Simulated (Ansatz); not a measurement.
# Which isomer of CH4NSn+ gives these data?

These gas-phase data were calculated for one isomer of CH4NSn+ at PBE0-D3(BJ)/def2-SVP (harmonic, unscaled wavenumbers; equilibrium rotational constants with average atomic masses):

```
rotational constants            : 42.7, 2.709, 2.547 GHz
all wavenumbers above 1500 cm⁻¹ : 3517, 3249, 3126, 1786, 1730
```

Candidates:

(1) `C=[NH+][SnH]`, a singlet
(2) `C[NH+]=[Sn]`, a singlet

Question: Assign the data to one candidate and say why.

Answer: Candidate (1). The band at 1786 cm⁻¹ lies where the Sn–H stretch is expected; (2) has no mode between 1650 and 2000 cm⁻¹.

The same quantities for all candidates:

```
     rotational constants (GHz)   wavenumbers above 1500 cm⁻¹  E above the lowest, PBE0-D3(BJ)/def2-SVP (kcal/mol)
(1)          42.7, 2.709, 2.547  3517, 3249, 3126, 1786, 1730                                                 10.4
(2)         45.82, 2.977, 2.846        3539, 3162, 3150, 3051                                                  0.0
```

Each candidate is one conformer. Atoms past krypton carry core potentials. Programs: Ansatz 0.2.0.
